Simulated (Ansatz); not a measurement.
CH7BOSSi can be A, `CS[SiH2]BO`, or B, `OBCS[SiH3]`.

Calculated with Ansatz (gas phase, PBE0-D4/def2-TZVP geometries, no zero-point term in ΔE). CBS: MP2 limit from def2 TZ/QZ plus the TZ coupled-cluster correction, frozen cores. Functionals use def2-TZVPP. B3LYP here is the variant with VWN-RPA as its local correlation; programs differ in this. One conformer a species, not always the lowest.

A:

Z-matrix (Å, degrees):
```
C
S 1 1.816
H 1 1.091 2 111.1
H 1 1.090 2 106.8 3 -118.3
H 1 1.090 2 111.6 3 123.1
Si 2 2.137 1 99.5 3 -60.4
B 6 2.033 2 109.7 1 -58.4
H 6 1.499 2 109.8 1 63.3
H 6 1.487 2 105.0 1 179.9
O 7 1.351 6 122.8 2 112.4
H 7 1.200 6 121.7 2 -64.8
H 10 0.962 7 114.1 6 3.1
```

B:

Z-matrix (Å, degrees):
```
C
B 1 1.570
S 1 1.828 2 108.3
H 1 1.092 2 111.6 3 -121.9
H 1 1.096 2 109.1 3 118.1
O 2 1.351 1 118.2 3 131.5
H 2 1.202 1 121.4 3 -49.0
Si 3 2.124 1 98.7 2 -177.5
H 6 0.960 2 113.4 1 179.2
H 8 1.488 3 111.1 1 60.1
H 8 1.484 3 106.8 1 -179.8
H 8 1.488 3 110.8 1 -59.9
```

Problem. Which isomer does CCSD(T)/CBS put lower? Give the gap. (An estimate is asked.)

Solution. Ansatz gave: B, by 7.6 kcal/mol.

Problem. Give E(B) − E(A) in kcal/mol with CCSD(T)/def2-TZVPP, ωB97M-V, B3LYP, B2PLYP, CCSD/def2-TZVPP, HF/def2-TZVPP, B3LYP-D4. (Best estimate.)

Solution. Ansatz gave: CCSD(T)/def2-TZVPP -7.8, ωB97M-V -8.3, B3LYP -7.4, B2PLYP -8.0, CCSD/def2-TZVPP -8.1, HF/def2-TZVPP -9.8, B3LYP-D4 -7.1. None reverses the order clearly.

Largest T1 diagnostic: 0.013.

From PBE to PBE0 (25 % exact exchange), in def2-TZVPP and without D4, E(B) − E(A) moves by −1.1 kcal/mol. In def2-TZVPP, CCSD(T) changes the Hartree–Fock value by +2.0 kcal/mol (the triples alone add +0.3 kcal/mol) and MP2 by +0.8 kcal/mol.
